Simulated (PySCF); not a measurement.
Correlation energy of V²⁺ (vanadium, charge +2)

[Ar] 3d2 4p1, one real determinant (an excited configuration). All numbers are calculated (PySCF 2.14, no relativity, point nucleus, in aug-cc-pVTZ (8s7p5d3f2g, 93 functions)). Frozen: [Ar]; 3 electrons correlated.

MP2 pair energies summed by pair of shells (mhartree):

```json
{"pair": "3d-4p", "energy": "-4.71", "share (%)": "51.7"}
{"pair": "3d-3d", "energy": "-4.39", "share (%)": "48.3"}
```

Total MP2 correlation energy: -9.10 mhartree.

Same-spin part -9.10 and opposite-spin part 0.00 mhartree; SCS-MP2 scales them by 1/3 and 6/5 to -3.03 mhartree.

The reference is one real determinant that mixes LS terms of this configuration.
